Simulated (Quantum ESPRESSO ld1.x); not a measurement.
Values are calculated unless marked as measured or tabulated.
The thallium ion Tl3+, 78 electrons, occupied as [Xe] 4f14 5d10.

Code: ld1.x of Quantum ESPRESSO 7.5. Model: Dirac Kohn-Sham, PBE, spin-unpolarised, spherical densities, point nucleus; speed of light set to 1370.36 atomic units (10 times the physical value, a model run).

Energy parts (eV):
| part | energy |
|---|---|
| total | -516328 |
| kinetic | 516806 |
| electron-nucleus | -1227535 |
| Hartree | 204070 |
| exchange-correlation | -9669 |

Orbitals (lengths in bohr, moments of r in powers of bohr; r(max) is where P^2 peaks):
orbital,occ.,eigenvalue (eV),r(max),<1/r>,<r>
1s1/2,2,-77091.9,0.012,80.59,0.01867
2s1/2,2,-12976.8,0.067,19.00,0.07853
2p1/2,2,-12490.4,0.052,19.04,0.06632
2p3/2,4,-12474.2,0.052,19.00,0.06640
3s1/2,2,-3095.58,0.183,7.377,0.1978
3p1/2,2,-2864.97,0.173,7.333,0.1883
3p3/2,4,-2861.42,0.173,7.325,0.1884
3d3/2,4,-2431.50,0.135,7.259,0.1643
3d5/2,6,-2430.54,0.135,7.256,0.1644
4s1/2,2,-695.840,0.407,3.241,0.4334
4p1/2,2,-595.189,0.407,3.155,0.4365
4p3/2,4,-594.341,0.407,3.152,0.4368
4d3/2,4,-408.979,0.398,2.975,0.4423
4d5/2,6,-408.777,0.398,2.974,0.4424
4f5/2,6,-158.677,0.353,2.651,0.4573
4f7/2,8,-158.628,0.353,2.651,0.4573
5s1/2,2,-131.402,0.892,1.368,0.9732
5p1/2,2,-98.3095,0.943,1.259,1.048
5p3/2,4,-98.1575,0.943,1.258,1.049
5d3/2,4,-45.4026,1.11,0.9841,1.324
5d5/2,6,-45.3794,1.11,0.9838,1.324

The highest occupied level is 5d5/2 at -45.379 eV. The density falls to 0.001 e/bohr^3 at r = 3.17 bohr.
